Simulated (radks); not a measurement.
Values are calculated unless marked as measured or tabulated.
Q: Cl I, 17 electrons, occupied as [Ne] 3s2 3p4 4p1 (not the ground configuration). Level of theory: non-relativistic Kohn-Sham, SCAN, spin-unpolarised, spherical densities, point nucleus; meta-GGA in the generalised Kohn-Sham scheme (a radial shooting solver on a logarithmic mesh with Libxc functionals). Some entries of the table are withheld. Estimate them.

orbital,occ.,eigenvalue (hartree),<r> (bohr),r(max) (bohr)
1s,2,-101.5759,0.09144,0.05993
2s,2,-9.74279,(1),0.3630
2p,6,-7.48273,0.4066,0.3026
3s,2,-1.05901,1.503,1.275
3p,4,-0.57691,(2),1.393
4p,1,(3),(4),6.594

A: 
(1) 2s <r> (bohr): 0.4444
(2) 3p <r> (bohr): 1.711
(3) 4p eigenvalue (hartree): -0.04595
(4) 4p <r> (bohr): 7.622
